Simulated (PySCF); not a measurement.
B3LYP has the VWN-RPA correlation part, as in Gaussian. Excitations are Tamm–Dancoff values on a coarser integration grid. The basis has no diffuse functions, so Rydberg states are missing or too high.

Cartesian coordinates (Å):
```xyz
7

N      2.5151    -0.5816     0.0046
C      1.4395    -0.1699    -0.0161
Si    -0.3040     0.4704    -0.0178
O     -1.3418    -0.7310    -0.3946
H     -0.5160     1.0303     1.3361
H     -0.4103     1.4917    -1.0743
H     -1.3825    -1.5098     0.1621
```
Charge 0, multiplicity 1.

**Question.** Predict the dipole moment, S1–T1 gap (TDA) and total energy from PySCF with B3LYP-D3(BJ)/def2-TZVP // PBE0-D4/def2-TZVP.

**Answer.** 
```yaml
dipole_moment: 3.12 D
S1–T1 gap (TDA): 0.87 eV
total_energy: -459.5254 Ha
```
